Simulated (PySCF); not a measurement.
C₄H₇FSi.
SMILES: `C1C=C[SiH2][C@H]1F`

Jobs on this species (13 atoms, 54 electrons) with PySCF (density fitting). Hardware of each: one thread of an Arm Neoverse V1, on a shared host. Times come from a shared host and carry two figures at best. Peak memory is the resident size of the whole Python process, interpreter and libraries included.

```json
{"level and settings": "delta-SCF UKS B3LYP, pcX-2 on the ionised atom, pcseg-1 elsewhere, spin-free X2C", "work": "ΔSCF core ionisation, 7 holes", "basis functions": "165", "SCF cycles": "?", "wall time": "?", "peak memory": "?"}
{"level and settings": "delta-SCF UKS PBE, pcX-2 on the ionised atom, pcseg-1 elsewhere, spin-free X2C", "work": "ΔSCF core ionisation, 7 holes", "basis functions": "165", "SCF cycles": "?", "wall time": "?", "peak memory": "?"}
{"level and settings": "PBE0-D3(BJ)/def2-SVP, grid level 1", "work": "geometry optimisation from a GFN2-xTB start shaken at random", "basis functions": "123", "SCF cycles": "100", "wall time": "86 s", "peak memory": "0.55 GiB"}
{"level and settings": "delta-SCF UKS SCAN, pcX-1 on the ionised atom, pcseg-1 elsewhere, spin-free X2C", "work": "ΔSCF core ionisation, 7 holes", "basis functions": "145", "SCF cycles": "118", "wall time": "42 s", "peak memory": "0.60 GiB"}
{"level and settings": "delta-SCF UKS SCAN, def2-TZVP on the ionised atom, pcseg-1 elsewhere, spin-free X2C", "work": "ΔSCF core ionisation, 7 holes", "basis functions": "142", "SCF cycles": "120", "wall time": "47 s", "peak memory": "0.60 GiB"}
{"level and settings": "delta-SCF UKS SCAN, pcX-2 on the ionised atom, pcseg-1 elsewhere, spin-free X2C", "work": "ΔSCF core ionisation, 7 holes", "basis functions": "165", "SCF cycles": "121", "wall time": "51 s", "peak memory": "0.74 GiB"}
{"level and settings": "delta-SCF UKS PBE0, pcX-2 on the ionised atom, pcseg-1 elsewhere, spin-free X2C", "work": "ΔSCF core ionisation, 7 holes", "basis functions": "165", "SCF cycles": "105", "wall time": "56 s", "peak memory": "0.76 GiB"}
{"level and settings": "delta-SCF UKS HF, pcX-2 on the ionised atom, pcseg-1 elsewhere, spin-free X2C", "work": "ΔSCF core ionisation, 7 holes", "basis functions": "165", "SCF cycles": "113", "wall time": "36 s", "peak memory": "0.69 GiB"}
{"level and settings": "delta-SCF UKS SCAN, pcX-2 on the ionised atom, pcseg-1 elsewhere, non-relativistic", "work": "ΔSCF core ionisation, 7 holes", "basis functions": "165", "SCF cycles": "120", "wall time": "47 s", "peak memory": "0.66 GiB"}
```

Task: Fill in the missing figures.

Result: 
- delta-SCF UKS B3LYP, pcX-2 on the ionised atom, pcseg-1 elsewhere, spin-free X2C; ΔSCF core ionisation, 7 holes: 57 s, 0.75 GiB, 105 SCF cycles
- delta-SCF UKS PBE, pcX-2 on the ionised atom, pcseg-1 elsewhere, spin-free X2C; ΔSCF core ionisation, 7 holes: 29 s, 0.67 GiB, 111 SCF cycles

Task: What do all jobs in the table cost together?

Result: About 7.5 min; the longest takes about 19 % of that, and about 3 times as long as the shortest.
